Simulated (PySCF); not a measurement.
Compound: C2H9AlSi.
Structure used (PBE0-D3(BJ)/def2-SVP), in Å, numbered top down from 1:
```
atom  x, y, z in Å
Al1    2.3666    0.9811    0.1926
C2     0.4723    0.6403   -0.2151
C3    -0.1775   -0.5791    0.4570
Si4   -1.9895   -0.8163   -0.0202
H5     3.1759    0.0081    1.1626
H6     3.1018    2.2387   -0.4547
H7    -0.0882    1.5646    0.0287
H8     0.3851    0.5699   -1.3177
H9     0.3650   -1.5076    0.2062
H10   -0.1222   -0.5024    1.5572
H11   -2.5876   -2.0185    0.6427
H12   -2.7858    0.3886    0.3750
H13   -2.1103   -0.9842   -1.5033
```

Computed, not measured: PySCF 2.14.0, PBE0-D3(BJ)/def2-SVP geometry optimisation, gas phase.

**Question.** Which atoms are bound to Al1, and at what distances?

**Answer.** 3 atoms: H6 1.594 Å, H5 1.595 Å, C2 1.967 Å. The nearest atom not counted as bound is H8, at 2.53 Å (others tie with it).

**Question.** List the angles at Al1.

**Answer.** 
```
    angle  degrees  distance of the outer atoms (Å)
C2–Al1–H5    120.6                             3.10
C2–Al1–H6    119.8                             3.09
H5–Al1–H6    119.6                             2.76
```

**Question.** What is the shape at Al1?

**Answer.** Planar: angles 120.6°, 119.8° and 119.6°, sum 360.0°, 0.00 Å off the plane of its three neighbours.

**Question.** What are the other bond lengths?

**Answer.** C2–C3 1.537 Å; C3–Si4 1.889 Å; C2–H7, C2–H8 1.108 Å; C3–H9, C3–H10 1.104 Å; Si4–H11, Si4–H12, Si4–H13 1.497 Å.

**Question.** Give some angles away from the centre.

**Answer.** Al1–C2–C3 117.0°, C2–C3–Si4 113.3°.

**Question.** What are the rotational constants (commonest isotopes, rigid rotor)?

**Answer.** A = 19331, B = 1390, C = 1338 MHz: a near-prolate asymmetric top.

Charge 0, singlet. No frequency check.

One conformer stands for the species.
